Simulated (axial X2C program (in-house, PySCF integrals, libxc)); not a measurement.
FeBr: from Re and ωe to a spectrum

A bond curve at the CCSD(T) level, two-component, was computed with an in-house all-electron X2C program for linear molecules (integrals from PySCF) (basis Br dyall-cv3z [8s9p6d4f1g], Fe dyall-cv3z [9s10p6d3f2g] (cores contracted in-house)) for the state Ω = 9/2 (⟨Sz⟩ = 2.50, ⟨Lz⟩ = 2.00 at HF). Its fit gives Re = 2.3432 Å, ωe = 298.6 cm⁻¹, ωexe = 0.806 cm⁻¹ and αe = 3.720e-04 cm⁻¹; the masses are 78.9183 and 55.9349 u. Two-component means X2C with spin–orbit coupling and atomic mean-field Coulomb and Gaunt terms.

Correlated methods: 15 electrons correlated (number of frozen shells: Br 3 s, 2 p, 1 d; Fe 3 s, 2 p), 265 virtual spin orbitals or spinors in MP2, 90 natural virtuals in coupled cluster.

(1) Find the reduced mass, Be and the force constant.

(2) Estimate the centrifugal constant by the Kratzer relation.

(3) A Morse curve ties αe to the other constants (Pekeris). How well does that hold?

(4) Where do the fundamental and the first overtone lie?

One determinant describes the state; a PBE0 search over occupations chose it and may have missed a lower one. Coupled cluster ran in a truncated set of natural virtual spinors; the MP2 energy of the rest was added. (T) has no such correction and the atoms are truncated less, which lowers De at CCSD(T) by a hundredth of an eV or more. Other states lie close and PBE0, whose exact exchange favours high spin, may order them wrongly; the determinant shown need not be the ground state. The nearest other spin-free determinant of the search, M_S = 5/2, Λ = 0, lies 0.09 eV up at the distance of the search. With several unpaired electrons one determinant need not be a pure state. A state of lower Ω lies just above, and one determinant can place such states too high, so the state shown need not be the lowest. The search has Ω = 1/2 only 0.09 eV up.

Answers

(1) From the CCSD(T) values: μ = 32.7340 u. Be = 16.8576/(μ Re²) = 0.09379 cm⁻¹. k = 5.8918×10⁻⁷ μ ωe² = 1.72 mdyn/Å.

(2) D = 4Be³/ωe² = 3.70e-08 cm⁻¹.

(3) αe(Morse) = 6Be²/ωe × (√(ωexe/Be) − 1) = 3.414e-04 cm⁻¹; the CCSD(T) curve gives 3.720e-04 cm⁻¹, a ratio of 0.92.

(4) ν(1←0) = ωe − 2ωexe = 297.0 cm⁻¹; ν(2←0) = 2ωe − 6ωexe = 592.4 cm⁻¹.
